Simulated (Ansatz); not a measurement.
Gas-phase reaction 2 R1 + 0.5 R2 → P1 + P2, each structure at its B3LYP-D3(BJ)/def2-TZVP stationary point, reached from a drawn start (curvature not checked).
P1: Cl2 (SMILES ClCl), charge 0, multiplicity 1.
P2, H2O (SMILES O) (charge 0, multiplicity 1):
```xyz
3

O      0.000     0.000     0.390
H      0.000     0.765    -0.195
H      0.000    -0.765    -0.195
```
R1: HCl (SMILES Cl), charge 0, multiplicity 1.
R2: O2 (SMILES O=O), charge 0, multiplicity 3.

P less R. No zero-point or thermal terms; singlets are restricted closed shells; open shells are unrestricted; no spin–orbit coupling.

Frozen-core correlation throughout.

Run with Ansatz (an electronic-structure program) with Gaussian orbitals. Each number belongs to the level named beside it.

**Question.** What reaction energy does SCS-MP2/cc-pV(Q+d)Z give?

**Answer.** -19.5 kcal/mol

**Question.** Predict the reaction energy from CCSD/cc-pV(Q+d)Z.

**Answer.** -14.4 kcal/mol

**Question.** Estimate the reaction energy that CCSD(T)/cc-pV(Q+d)Z returns for this input.

**Answer.** -15.3 kcal/mol
